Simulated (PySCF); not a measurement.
C7H7NO2.
Numbering: `[CH3:1][O:2][C:3](=[O:4])[c:5]1[cH:6][cH:7][n:8][cH:9][cH:10]1` (hydrogens: H11, H12, H13 on C1; H14 on C6; H15 on C7; H16 on C9; H17 on C10)

The same species was optimised twice, with GFN2-xTB and with PBE0-D3(BJ)/def2-SVP (PySCF), and the same property calculations (PySCF, gas phase) were run on both structures.

```tsv
coordinate	GFN2-xTB	PBE0-D3(BJ)/def2-SVP	change
N8–C9 (Å)	1.322	1.331	+0.009
C7–N8 (Å)	1.322	1.330	+0.008
C6–C7 (Å)	1.386	1.394	+0.008
C9–C10 (Å)	1.386	1.393	+0.007
O2–C3 (Å)	1.339	1.334	-0.005
C5–C6 (Å)	1.392	1.396	+0.004
C1–O2 (Å)	1.420	1.417	-0.003
C3–C5 (Å)	1.488	1.491	+0.003
C5–C10 (Å)	1.393	1.395	+0.002
C3=O4 (Å)	1.205	1.204	-0.001
C3–C5–C6 (°)	122.4	122.8	+0.4
C7–N8–C9 (°)	118.4	118.0	-0.4
C3–C5–C10 (°)	118.9	118.5	-0.4
O2–C3–O4 (°)	123.5	123.7	+0.2
C5–C6–C7 (°)	117.9	118.1	+0.2
O4–C3–C5 (°)	124.2	124.1	-0.1
C5–C10–C9 (°)	118.2	118.3	+0.1
N8–C9–C10 (°)	123.2	123.4	+0.2
C1–O2–C3–O4 (°)	0	0	0
O2–C3–C5–C6 (°)	0	-1	-1
```

Rotational constants: A = 3675, B = 846.0, C = 690.7 MHz (GFN2-xTB) against A = 3658, B = 841.9, C = 687.4 MHz (PBE0-D3(BJ)/def2-SVP).

On the GFN2-xTB structure: HOMO (eV) -7.62 [PBE0/pcSseg-1]; LUMO (eV) -1.89 [PBE0/pcSseg-1]; dipole (D) 2.56 [PBE0/pcSseg-1]; GIAO shielding of C1 (ppm) 132.4 [PBE0/pcSseg-1]; GIAO shielding of O2 (ppm) 153.5 [PBE0/pcSseg-1]; GIAO shielding of C3 (ppm) 13.9 [PBE0/pcSseg-1]; GIAO shielding of O4 (ppm) -90.9 [PBE0/pcSseg-1]; GIAO shielding of C5 (ppm) 45.2 [PBE0/pcSseg-1]; GIAO shielding of C6/C10 (mean) (ppm) 58.4 [PBE0/pcSseg-1]; GIAO shielding of C7/C9 (mean) (ppm) 30.4 [PBE0/pcSseg-1]; GIAO shielding of N8 (ppm) -110.0 [PBE0/pcSseg-1].

Problem. What do these properties become on the PBE0-D3(BJ)/def2-SVP structure?

Solution. 
| property | level | on GFN2-xTB | on PBE0-D3(BJ)/def2-SVP | change |
| --- | --- | --- | --- | --- |
| HOMO (eV) | PBE0/pcSseg-1 | -7.62 | -7.66 | -0.04 |
| LUMO (eV) | PBE0/pcSseg-1 | -1.89 | -1.90 | -0.01 |
| dipole (D) | PBE0/pcSseg-1 | 2.56 | 2.60 | +0.04 |
| energy, GFN2-xTB geometry as zero (kcal/mol) | PBE0/pcSseg-1 | 0.0 | -0.1 | -0.1 |
| GIAO shielding of C1 (ppm) | PBE0/pcSseg-1 | 132.4 | 131.7 | -0.7 |
| GIAO shielding of O2 (ppm) | PBE0/pcSseg-1 | 153.5 | 154.9 | +1.4 |
| GIAO shielding of C3 (ppm) | PBE0/pcSseg-1 | 13.9 | 14.6 | +0.7 |
| GIAO shielding of O4 (ppm) | PBE0/pcSseg-1 | -90.9 | -88.3 | +2.6 |
| GIAO shielding of C5 (ppm) | PBE0/pcSseg-1 | 45.2 | 44.4 | -0.8 |
| GIAO shielding of C6/C10 (mean) (ppm) | PBE0/pcSseg-1 | 58.4 | 56.3 | -2.1 |
| GIAO shielding of C7/C9 (mean) (ppm) | PBE0/pcSseg-1 | 30.4 | 27.9 | -2.5 |
| GIAO shielding of N8 (ppm) | PBE0/pcSseg-1 | -110.0 | -114.3 | -4.3 |

The heavy atoms differ by 0.010 Å rms after alignment. Among bonds between heavy atoms C6–C7, C7–N8 and N8–C9 change most and about equally (+0.008 to +0.009 Å). Changes are differences of the printed values. Neither structure is proved a minimum here.

Shape of the structure used: `[CH3:1][O:2][C:3](=[O:4])[c:5]1[cH:6][cH:7][n:8][cH:9][cH:10]1`: C1–O2–C3–O4 0°, O2–C3–C5–C6 -1°.
